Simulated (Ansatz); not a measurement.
Relaxation of GeEtH3 (C₂H₈Ge) with RKS B3LYP-D4/def2-SVP.

```sh
$ ansatz run in.yaml --threads 2 --pin off --events-out ev --progress --plain --max-ram 4352MiB
```

```yaml
crystal:
  periodic: [false, false, false]
  atoms:
    - {symbol: C, position_ang: [-0.285890, -0.420910, 0.555320]}
    - {symbol: C, position_ang: [0.522830, 0.735910, 1.128980]}
    - {symbol: Ge, position_ang: [-0.306200, -0.420350, -1.418310]}
    - {symbol: H, position_ang: [0.124860, -1.368480, 0.908590]}
    - {symbol: H, position_ang: [-1.313900, -0.368580, 0.919850]}
    - {symbol: H, position_ang: [0.510570, 0.717580, 2.217650]}
    - {symbol: H, position_ang: [1.558410, 0.678720, 0.797450]}
    - {symbol: H, position_ang: [0.115420, 1.689880, 0.798180]}
    - {symbol: H, position_ang: [1.079990, -0.442340, -1.979020]}
    - {symbol: H, position_ang: [-0.973280, 0.804620, -1.958570]}
    - {symbol: H, position_ang: [-1.032810, -1.606050, -1.970130]}
basis:
  gaussian: {orbitals: def2-SVP}
hamiltonian: {xc: {name: B3LYP}, dispersion: d4}
scf: {omitted_lower_state_checks: [starts]}
output: {orbitals: {seedname: orbitals}}
relax: {f_tol: 0.02, max_steps: 100}
```

Run time 6 s (2 threads of Intel Xeon 6975P-C on a shared host).

Positions (Å) and forces (eV/Å) at steps 1, 2, 3, 4 of 4:

```xyz
11
step=1 energy=-58715.5778 eV
C    -0.286   -0.421    0.555    0.129    0.217   -0.179
C     0.523    0.736    1.129   -0.184   -0.274   -0.214
Ge   -0.306   -0.420   -1.418   -0.088   -0.137    0.723
H     0.125   -1.368    0.909    0.085   -0.398    0.013
H    -1.314   -0.369    0.920   -0.388   -0.065    0.017
H     0.511    0.718    2.218    0.047    0.069    0.463
H     1.558    0.679    0.797    0.469    0.082   -0.060
H     0.115    1.690    0.798   -0.090    0.473   -0.059
H     1.080   -0.442   -1.979    0.922   -0.020   -0.231
H    -0.973    0.805   -1.959   -0.437    0.809   -0.215
H    -1.033   -1.606   -1.970   -0.465   -0.756   -0.259
11
step=2 energy=-58715.6691 eV
C    -0.281   -0.413    0.538    0.021    0.034   -0.018
C     0.528    0.745    1.134   -0.103   -0.147   -0.125
Ge   -0.316   -0.436   -1.434    0.045    0.069    0.210
H     0.123   -1.381    0.868    0.031   -0.080    0.056
H    -1.325   -0.377    0.881   -0.080   -0.004    0.055
H     0.513    0.720    2.232    0.007    0.011    0.137
H     1.580    0.706    0.817    0.119    0.006   -0.025
H     0.128    1.720    0.820   -0.040    0.115   -0.023
H     1.128   -0.462   -1.957    0.126   -0.009   -0.111
H    -1.007    0.843   -1.936   -0.060    0.110   -0.107
H    -1.072   -1.664   -1.962   -0.068   -0.104   -0.049
11
step=3 energy=-58715.6741 eV
C    -0.284   -0.420    0.547    0.040    0.058   -0.012
C     0.525    0.742    1.133   -0.024   -0.033    0.016
Ge   -0.310   -0.427   -1.428   -0.018   -0.027   -0.001
H     0.123   -1.389    0.882    0.002    0.002   -0.015
H    -1.330   -0.385    0.896    0.002    0.000   -0.014
H     0.516    0.724    2.235    0.008    0.012    0.010
H     1.579    0.704    0.812    0.000    0.001    0.003
H     0.122    1.719    0.817   -0.003    0.001    0.003
H     1.135   -0.460   -1.979   -0.016   -0.002    0.012
H    -1.001    0.852   -1.957    0.010   -0.011    0.012
H    -1.074   -1.660   -1.958   -0.003    0.001   -0.014
11
step=4 energy=-58715.6745 eV
C    -0.282   -0.417    0.545    0.011    0.014    0.007
C     0.525    0.744    1.136   -0.011   -0.014   -0.015
Ge   -0.313   -0.430   -1.430    0.003    0.005   -0.001
H     0.126   -1.386    0.878    0.000    0.000   -0.002
H    -1.328   -0.383    0.892    0.001   -0.003   -0.002
H     0.516    0.723    2.239   -0.001   -0.001   -0.002
H     1.580    0.708    0.817   -0.002    0.003    0.003
H     0.122    1.721    0.823    0.000   -0.001    0.003
H     1.132   -0.466   -1.980   -0.004   -0.004    0.000
H    -1.001    0.849   -1.958    0.003   -0.002    0.001
H    -1.078   -1.662   -1.963   -0.001    0.004    0.007
```

Another isomer (singlet) lies 0.39 eV lower at PBE0-D4/def2-TZVP; other spin states weren't run for this one.
